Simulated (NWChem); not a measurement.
Program: NWChem. System: InO, charge 0, spin multiplicity 2, at a geometry optimised with UPBE/def2-SVP with def2 effective core potentials on In. The structure started from a generated list of species. Its SCF solution wasn't tested for a lower state. Level: UMP2/def2-TZVP with def2 effective core potentials on In, 5 core orbitals frozen.

Part of the output:

```
             Northwest Computational Chemistry Package (NWChem) 7.3.0
             --------------------------------------------------------

                                NWChem Input Module
                                -------------------

 Scaling coordinates for geometry "geometry" by  1.889725989
 (inverse scale =  0.529177249)

 Turning off AUTOSYM since
 SYMMETRY directive was detected!

                             Geometry "geometry" -> ""
                             -------------------------

 Output coordinates in angstroms (scale by  1.889725989 to convert to a.u.)

  No.       Tag          Charge          X              Y              Z
 ---- ---------------- ---------- -------------- -------------- --------------
    1 In                  49.0000     0.00000000     0.00000000     0.27286200
    2 O                    8.0000     0.00000000     0.00000000    -1.67127900

 Effective nuclear repulsion energy (a.u.)     106.6987845058

            Nuclear Dipole moment (a.u.)
            ----------------------------
        X                 Y               Z
 ---------------- ---------------- ----------------
     0.0000000000     0.0000000000     0.0000113384

      Symmetry information
      --------------------

 Group name             C2v
 Group number             16
 Group order               4
 No. of unique centers     2

      Symmetry unique atoms

     1    2


 Summary of "ao basis" -> "" (spherical)
 ------------------------------------------------------------------------------
       Tag                 Description            Shells   Functions and Types
 ---------------- ------------------------------  ------  ---------------------
 *                         def2-tzvp                  on all atoms

 Summary of "ao basis" -> "ao basis" (spherical)
 ------------------------------------------------------------------------------
       Tag                 Description            Shells   Functions and Types
 ---------------- ------------------------------  ------  ---------------------
 In                        def2-tzvp                16       50   6s5p3d2f
 O                         def2-tzvp                11       31   5s3p2d1f

                                 NWChem SCF Module
                                 -----------------

  ao basis        = "ao basis"
  functions       =    81
  atoms           =     2
  alpha electrons =    15
  beta  electrons =    14
  charge          =   0.00
  wavefunction    = UHF
  use symmetry    = T
  symmetry adapt  = T

 Summary of "ao basis" -> "ao basis" (spherical)
 ------------------------------------------------------------------------------
       Tag                 Description            Shells   Functions and Types
 ---------------- ------------------------------  ------  ---------------------
 In                        def2-tzvp                16       50   6s5p3d2f
 O                         def2-tzvp                11       31   5s3p2d1f

      Symmetry analysis of basis
      --------------------------

        a1         35
        a2          8
        b1         19
        b2         19

 Forming initial guess at       0.1s

   Symmetry analysis of molecular orbitals - initial alpha
   -------------------------------------------------------

  Numbering of irreducible representations:

     1 a1          2 a2          3 b1          4 b2

  Orbital symmetries:

     1 a1          2 a1          3 b2          4 b1          5 a1
     6 a1          7 a2          8 a1          9 b2         10 b1
    11 a1         12 a1         13 b1         14 b2         15 a1
    16 b2         17 b1         18 a1         19 b2         20 b1
    21 a1         22 a1         23 a2         24 a1         25 b1

   Symmetry analysis of molecular orbitals - initial beta
   ------------------------------------------------------

  Numbering of irreducible representations:

     1 a1          2 a2          3 b1          4 b2

  Orbital symmetries:

     1 a1          2 a1          3 b2          4 b1          5 a1
     6 a1          7 a2          8 a1          9 b2         10 b1
    11 a1         12 a1         13 b1         14 b2         15 a1
    16 b1         17 b2         18 a1         19 b1         20 b2
[...]
              MO Center= -2.1D-15, -1.4D-14,  5.4D-01, r^2= 6.4D+00
   Bfn.  Coefficient  Atom+Function         Bfn.  Coefficient  Atom+Function
  ----- ------------  ---------------      ----- ------------  ---------------
    21      0.661271  1 In pz                 6      0.477398  1 In s
    64     -0.408171  2 O  pz                 5     -0.270409  1 In s
    34      0.237789  1 In d  0              12     -0.226870  1 In pz
    15      0.201561  1 In pz                58     -0.182523  2 O  pz

 center of mass
 --------------
 x =   0.00000000 y =   0.00000000 z =   0.06671123

 moments of inertia (a.u.)
 ------------------
         189.510882568924           0.000000000000           0.000000000000
           0.000000000000         189.510882568924           0.000000000000
           0.000000000000           0.000000000000           0.000000000000

  Mulliken analysis of the total density
  --------------------------------------

    Atom       Charge   Shell Charges
 -----------   ------   -------------------------------------------------------
    1 In  21    20.37   0.40 -0.84  1.58  0.85  1.05  0.79 -0.41  6.37  0.22  0.21  0.03  8.95  1.05  0.08  0.04  0.00
    2 O    8     8.63   0.79  1.18  0.60  0.98  0.37  1.75  1.90  1.04  0.00  0.01  0.00

  Mulliken analysis of the alpha density
  --------------------------------------

    Atom       Charge   Shell Charges
 -----------   ------   -------------------------------------------------------
    1 In  21    10.23   0.20 -0.42  0.79  0.43  0.49  0.42 -0.20  3.19  0.15  0.13  0.01  4.47  0.53  0.03  0.02  0.00
    2 O    8     4.77   0.40  0.59  0.31  0.51  0.17  1.09  1.16  0.55  0.00  0.00  0.00

   Mulliken analysis of the beta density
   -------------------------------------

    Atom       Charge   Shell Charges
 -----------   ------   -------------------------------------------------------
    1 In  21    10.14   0.20 -0.42  0.79  0.42  0.56  0.37 -0.20  3.18  0.07  0.08  0.02  4.47  0.52  0.05  0.02  0.00
    2 O    8     3.86   0.40  0.59  0.29  0.48  0.21  0.66  0.74  0.49  0.00  0.00  0.00

   Mulliken analysis of the spin density
   -------------------------------------

    Atom       Charge   Shell Charges
 -----------   ------   -------------------------------------------------------
    1 In  21     0.09  -0.00  0.00 -0.01  0.00 -0.07  0.05 -0.00  0.00  0.09  0.05 -0.00  0.00  0.00 -0.02  0.00  0.00
    2 O    8     0.91   0.00 -0.00  0.02  0.03 -0.04  0.42  0.42  0.05  0.00  0.00  0.00

       Multipole analysis of the density wrt the origin
       ------------------------------------------------

     L   x y z        total         alpha         beta         nuclear
     -   - - -        -----         -----         ----         -------
     0   0 0 0     -0.000000    -15.000000    -14.000000     29.000000

     1   1 0 0      0.000000      0.000000      0.000000      0.000000
     1   0 1 0      0.000000      0.000000      0.000000      0.000000
     1   0 0 1      1.386002      9.007454      6.816300    -14.437752

     2   2 0 0    -19.570098     -9.849141     -9.720957      0.000000
     2   1 1 0     -0.000000     -0.000000      0.000000      0.000000
     2   1 0 1      0.000000      0.000000      0.000000      0.000000
     2   0 2 0    -19.570098     -9.849141     -9.720957      0.000000
     2   0 1 1      0.000000      0.000000      0.000000      0.000000
     2   0 0 2    -25.898344    -62.056352    -49.222265     85.380273

                   NWChem MP2 Semi-direct Energy/Gradient Module
                   ---------------------------------------------

  Basis functions       =     81
  Molecular orbitals    =     81
  Frozen core           =      5
  Frozen virtuals       =      0
  Active alpha occupied =     10
  Active beta occupied  =      9
  Active alpha virtual  =     66
  Active beta virtual   =     67
  Use MO symmetry       = T
  Use skeleton AO sym   = T

  AO/Fock/Back tols     =   1.0D-09  1.0D-09  1.0D-09

 GA uses MA = F    GA memory limited = T

 Available:
  local mem=  1.26D+08
 global mem=  1.44D+08
 local disk=  0.00D+00
  mp2_memr nvloc                    66
  nvloc new                    66
   1 passes of  10:        5242880                      46371                   7427718.
   1 passes of  10: M    126140955           G      144166078           F     120898075.

 Semi-direct pass number   1 of   1  for UHF alpha       at        2.3s
  vrange nnbf                  3305
  mp2_eaftype                    28  avail_ma_in_mb                  1099
 EAF : mp2_eaftype filesize          28    3713859.
  mp2_eaf for mointskh                     28
Node 0 wrote     17.5 Mb in      0.0 s     Agg I/O rate:  1033.3 Mb/s
 Done moints_semi at        5.5s
  mp2_eaftype                    28  avail_ma_in_mb                  1071
 EAF : mp2_eaftype filesize          28    3713859.
  mp2_eaf for kh                    28
 Done maket at        5.7s
 Done multipass loop at        5.7s

 GA uses MA = F    GA memory limited = T

 Available:
  local mem=  1.26D+08
 global mem=  1.44D+08
 local disk=  0.00D+00
  mp2_memr nvloc                    67
  nvloc new                    67
   1 passes of   9:        5242880                      43522                   6787209.
   1 passes of   9: M    126140955           G      144166078           F     120898075.

 Semi-direct pass number   1 of   1  for UHF beta        at        5.7s
  vrange nnbf                  3305
  mp2_eaftype                    25  avail_ma_in_mb                  1099
 EAF : mp2_eaftype filesize          25    3393605.
  mp2_eaf for mointskh                     25
Node 0 wrote     15.9 Mb in      0.0 s     Agg I/O rate:  1445.6 Mb/s
 Done moints_semi at        9.0s
  mp2_eaftype                    25  avail_ma_in_mb                  1074
 EAF : mp2_eaftype filesize          25    3393605.
  mp2_eaf for kh                    25
 Done maket at        9.1s
 Done multipass loop at        9.1s

          -------------------------------------------
          SCF energy                -264.070600875397
          Correlation energy          -0.465376395120
          Singlet pairs                0.000000000000
          Triplet pairs                0.000000000000
          Total MP2 energy          -264.535977270517
          -------------------------------------------

          ---------------------------------------------------
                    Spin Component Scaled (SCS) MP2
          Same spin pairs                     -0.144060492981
          Same spin scaling factor             0.333333333333
          Opposite spin pairs                 -0.321315902139
          Opposite spin scaling fact.          1.200000000000
          SCS-MP2 correlation energy          -0.433599246894
          Total SCS-MP2 energy              -264.504200122291
          ---------------------------------------------------

 -----------------------
 Performance information
 -----------------------

 Timer overhead =  2.13D-07 seconds/call

               Nr. of calls         CPU time (s)                 Wall time (s)                GFlops
             ---------------    -------------------     ------------------------------   -------------------
Name         Min   Avg   Max    Min     Avg     Max     Min     Avg     Max   Mx/calls   Min     Max     Sum
mp2: moin     2     2     2    6.5     6.5     6.5      6.5     6.5     6.5     3.3      0.0     0.0     0.0
mp2: make     2     2     2   0.28    0.28    0.28     0.28    0.28    0.28    0.14      0.0     0.0     0.0
mp2: tota     1     1     1    7.0     7.0     7.0      7.0     7.0     7.0     7.0      0.0     0.0     0.0

 The average no. of pstat calls per process was 5.00D+00
 with a timing overhead of 1.06D-06s

 Task  times  cpu:        9.1s     wall:        9.1s

 Total times  cpu:        9.2s     wall:        9.2s
```

Question: Write an NWChem input that would produce this output.

Answer: This is not unique; one that fits is 
```
start mol
memory heap 200 mb stack 900 mb global 1100 mb
geometry units angstroms nocenter noautoz
  In     0.000000     0.000000     0.272862
  O      0.000000     0.000000    -1.671279
  symmetry group C2v
end
basis spherical
  * library def2-tzvp
end
ecp
  In library def2-ecp
end
scf
  uhf
  nopen 1
  maxiter 100
  thresh 1e-7
  semidirect memsize 60000000 filesize 0
  # guess.movecs holds the orbitals of an unrestricted PBE0 run
  vectors input guess.movecs output mol.movecs
end
mp2
  freeze core 5
end
task mp2 energy
```
